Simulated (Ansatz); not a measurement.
Reactions of `[F][Ga]([SH])[SH]`.

Calculated with Ansatz (gas phase, PBE0-D4/def2-TZVP geometries, no zero-point term in ΔE). CCSD(T)/CBS adds triple-zeta CCSD(T) − MP2 to the extrapolated MP2 energy (def2 sets, frozen cores). This one scheme is used for every species, atoms too. Open shells (•) are unrestricted, without spin–orbit coupling. Spin–orbit coupling would lower the free atoms: a little for F, S; clearly for Ga. For Ga outer-core shells are correlated without core-valence functions, so the limit isn't a true one: a few kJ/mol of doubt a bond, and 10 to 20 or more in all where bonds break to atoms. Scalar relativity is left out up to krypton. One conformer a species, not always the lowest.

Order these by ΔE at CCSD(T)/CBS, lowest first. (An estimate is asked.)
A. `[F][Ga]([SH])[SH]` + H₂ → `[SH][GaH][SH]` + H–F
B. `[F][Ga]([SH])[SH]` + H₂O → `[OH][Ga]([SH])[SH]` + H–F
C. `[F][Ga]([SH])[SH]` + H–F → `[F][Ga]([F])[SH]` + H₂S
D. `[F][Ga]([SH])[SH]` → F• + Ga• + 2 H• + 2 S•
E. `[F][Ga]([SH])[SH]` + H₂O → `[OH][Ga]([F])[SH]` + H₂S
F. `[F][Ga]([SH])[SH]` + H₂S → `[SH][Ga]([SH])[SH]` + H–F
G. `[F][Ga]([SH])[SH]` → F• + `[SH][Ga][SH]`•
H. `[F][Ga]([SH])[SH]` + HCl → `[F][Ga]([SH])[Cl]` + H₂S

H (-21.1 kJ/mol), F (-10.5 kJ/mol), C (+17.8 kJ/mol), B (+26.4 kJ/mol), E (+35.4 kJ/mol), A (+58.7 kJ/mol), G (+551.4 kJ/mol), D (+1816.0 kJ/mol).

Largest T1 diagnostic: 0.015, for `[SH][Ga][SH]`•.
